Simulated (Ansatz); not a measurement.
Saddle point of Si2H6O2, closed shell (Si₂H₆O₂ ([OH][SiH]([OH])[SiH3]) → Si₂H₄O ([O][SiH][SiH3]) + H₂O (still joined by a long Si–O bond); bonds formed: O2–H4; bonds broken: O3–H4; bonds weakened to dative contacts: Si1–O2), PBE0-D4/def2-TZVP structure:

Si1  (-0.653, 0.005, -0.500)
O2  (0.717, 1.025, -1.314)
O3  (-0.589, -0.892, -1.779)
H4  (0.452, 0.259, -2.010)
H5  (-1.722, 1.039, -0.330)
Si6  (0.200, -0.718, 1.561)
H7  (0.479, 1.898, -1.650)
H8  (0.424, 0.448, 2.460)
H9  (-0.789, -1.624, 2.203)
H10  (1.481, -1.442, 1.360)
(Å)

Energies are electronic, without zero-point energy. Barriers and step energies count from the start structure reached by relaxing down the imaginary mode; all methods use the PBE0-D4 structures, on which another method's saddle can fall below an end. Program: Ansatz 0.2.0. Basis: def2-TZVPP, with def2-QZVPP for the basis limit. Cores are frozen in the correlated methods. B3LYP uses VWN-RPA correlation. Extrapolation: Hartree–Fock as exp(−7.88 √X), correlation as X^−2.97.

| method | barrier (kcal/mol) | step energy (kcal/mol) |
| --- | --- | --- |
| SPW92 | ? | 45.14 |
| PBE-D4 | 44.94 | 44.17 |
| BLYP-D4 | 46.74 | 44.36 |
| r2SCAN-D4 | 49.23 | 48.18 |
| B97M-V | 51.73 | 48.71 |
| PBE0-D4 | ? | 48.94 |
| B3LYP-D4 | 50.78 | 48.38 |
| r2SCAN0-D4 | 52.64 | 51.29 |
| BHLYP-D4 | 56.33 | 53.30 |
| CAM-B3LYP-D4 | ? | 50.32 |
| wB97X-V | 52.17 | 50.31 |
| wB97M-V | 51.10 | 49.08 |
| B2PLYP | 50.79 | 48.58 |
| PBE-QIDH | 52.30 | 50.90 |
| RPA on PBE | 50.62 | 48.40 |
| HF | 64.10 | 58.42 |
| MP2 | 50.55 | 48.94 |
| CCSD | 54.23 | 51.60 |
| CCSD(T) | 51.77 | 49.69 |

Question: Fill in the withheld barriers. (Judge from chemistry; the value comes from the calculation.)

Answer: By the calculation: PBE0-D4 50.11; CAM-B3LYP-D4 52.12; SPW92 42.83 kcal/mol. Each is the energy of the saddle less that of the start structure, by the same method.

For comparison, the barrier by CCSD(T) at an estimated basis limit (MP2 extrapolated from triple and quadruple zeta, plus CCSD(T) − MP2 in triple zeta) is 51.83 kcal/mol.

T1 diagnostic: at most 0.018.

Labels in which every atom is bracketed show which atoms are joined, not bond orders.

For scale, one of the runs: CCSD(T)/def2-TZVPP, 230 basis functions, launched by `ansatz run in.yaml --threads 4 --pin off --events-out ev --progress --plain --max-ram 9574MiB`. Time: 30 s of wall clock on 4 CPU threads of an Intel Xeon Platinum 8488C; the host was shared. Peak host memory: 3.8 GiB.
